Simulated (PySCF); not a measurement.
# Calculated properties of `O=C(F)c1ccc(Cl)cc1`

C7H4ClFO.
Numbering: `[O:1]=[C:2]([F:3])[c:4]1[cH:5][cH:6][c:7]([Cl:8])[cH:9][cH:10]1` (hydrogens: H11 on C5; H12 on C6; H13 on C9; H14 on C10)

Among its groups: benzene ring, C–F bond and C–Cl bond.

**PBE0-D3(BJ)/def2-SVP geometry optimisation, gas phase (PySCF)**

| Quantity | Value |
| --- | --- |
| Point group | Cs |
| Rotational constants A, B, C | 3.835, 0.548, 0.480 GHz |

From wB97X-D/def2-SVPD ground state, ΔSCF and vertical TDDFT (core frozen in the response) (PySCF):

| Item | Value |
| --- | --- |
| Dipole moment | 2.39 D |
| HOMO energy | -9.61 eV |
| LUMO energy | -0.57 eV |
| HOMO–LUMO gap | 9.04 eV |
| Lowest singlet excitation | 5.06 eV (245 nm, f = 0.011) |
| Strongest line among the 10 lowest singlet transitions | S6 at 6.85 eV (181 nm, f = 0.605) |
| Lowest triplet excitation (Tamm–Dancoff) | 3.69 eV |
| Static isotropic polarisability | 99.4 au |
| Vertical ionisation energy | 9.74 eV |
| Vertical electron affinity | 0.50 eV |
| Electronic spatial extent ⟨r²⟩ about the centre of nuclear charge | 2035 bohr² |

HF/pcSseg-1 ground state and GIAO shieldings, non-relativistic (PySCF):

| Item | Value |
| --- | --- |
| 13C chemical shifts (computed TMS as zero) by class | 162.8 (C2), 156.3 (C7), 143.9 (C5/C10), 134.6 (C6/C9), 126.7 (C4) ppm |
| 1H chemical shifts (computed TMS as zero) by class | 8.54 (H11/H14), 7.70 (H12/H13) ppm |
| Isotropic shieldings of nuclei other than C and H, by class | -84 (O1), 218 (F3), 775 (Cl8) ppm |

Monoisotopic mass (most abundant isotopes): 157.9935 u.

 The largest Löwdin shares of the HOMO are 0.25 on Cl8, 0.18 on C4, 0.18 on C7 and 0.09 on C6. The 10 singlets span 5.06 to 7.64 eV, and their oscillator strengths add up to 1.23. No computed singlet falls in the visible range (750 to 380 nm, 1.65 to 3.26 eV); S1 lies 1.80 eV above its blue end. The largest Löwdin shares of the LUMO are 0.16 on C7, 0.15 on C2, 0.13 on C4 and 0.13 on O1. The ΔSCF ionisation energy exceeds −ε(HOMO) by 0.13 eV with wB97X-D. With B = h/(8π²I), that is 505.379 GHz u Å² over I, the principal moments of inertia are 131.8, 922.1 and 1053.9 u Å² (most abundant isotopes); the inertial defect Ic − Ia − Ib is 0.0 u Å² (zero for a rigid planar frame, negative otherwise). From the two ΔSCF values, the fundamental gap I − A is 9.24 eV and the Mulliken electronegativity (I + A)/2 is 5.12 eV.

 NMR classes are plain means over equivalent atoms (diastereotopic ones count apart unless rotation or inversion swaps them), as if these changed places fast; in this geometry the members of some classes differ.

Shape of the structure used: `[O:1]=[C:2]([F:3])[c:4]1[cH:5][cH:6][c:7]([Cl:8])[cH:9][cH:10]1`: O1–C2–C4–C5 180°.

One conformer stands for the species.
